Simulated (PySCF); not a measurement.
# Exercise with solution: oscillator strength and radiative lifetime

CH₅FO₂Si₂, SMILES F[Si@H]1OC[SiH2]O1.

Geometry optimised at B3LYP-D3(BJ)/def2-SVP. The structure was generated by enumeration; whether it is a known compound was not checked. Other conformers were not sampled.

TDA-LC-ωPBE/def2-SVPD in PySCF 2.14.0 puts the first singlet state with f over 0.02 at 8.58 eV (vertical), with the transition dipole (-0.036, 0.386, -0.071) in atomic units.

Problem. Find the oscillator strength, the wavelength and the radiative lifetime that this transition would have in vacuum if emission retraced absorption.

Solution. 
|μ|² = 0.1553 au, so |μ| = 1.00 D. ΔE = 8.58/27.211 = 0.3153 hartree. f = (2/3) ΔE |μ|² = 0.033 (the program prints 0.033).
λ = 1239.84/8.58 = 145 nm; ν = 69202 cm⁻¹.
Einstein's coefficient A = 0.6670 ν² f s⁻¹ (ν in cm⁻¹) = 1.0e8 s⁻¹, so τ = 1/A = 9.6 ns. This state is S4; the lower singlets have f = 0.019, 0.002, 0.007. The figure is the radiative limit of this one transition; relaxation, internal conversion, crossing to triplets and a medium change what is measured.
